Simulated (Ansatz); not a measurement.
SiTe2⁻ (the lowest doublet isomer of a short search) was relaxed with r2SCAN-D4 (def2-TZVPD) in Ansatz in these states: charge -1 doublet, charge -1 quartet. The geometries follow in no particular order.

In the def2 sets Te takes a core potential; there is no spin–orbit coupling.

A:

```xyz
3

Si   -0.525   -0.035   -0.356
Te    0.308   -2.159    0.326
Te    0.217    2.194    0.029
```

B:

```xyz
3

Si   -0.0240    0.4824    0.9200
Te    0.7862    1.3220   -1.2595
Te   -0.7622   -1.8044    0.3395
```

Task: Judge from the bond lengths which geometry belongs to which state (an estimate).

Result: A is the charge -1 doublet (Si1–Te2 2.381 Å, Si1–Te3 2.381 Å); B is the charge -1 quartet (Si1–Te2 2.472 Å, Si1–Te3 2.472 Å).

At r2SCAN-D4/def2-TZVPD the highest occupied level of the charge -1 quartet lies above zero (up to 0.78 eV). The electron is either unbound and held by the finite basis, or the level is raised by self-interaction error. At PBE0-D4/def2-TZVPD a doublet lies 1.76 eV below the charge -1 quartet. These are the stationary points nearest to one start from a short search; other shapes may lie lower in each state.
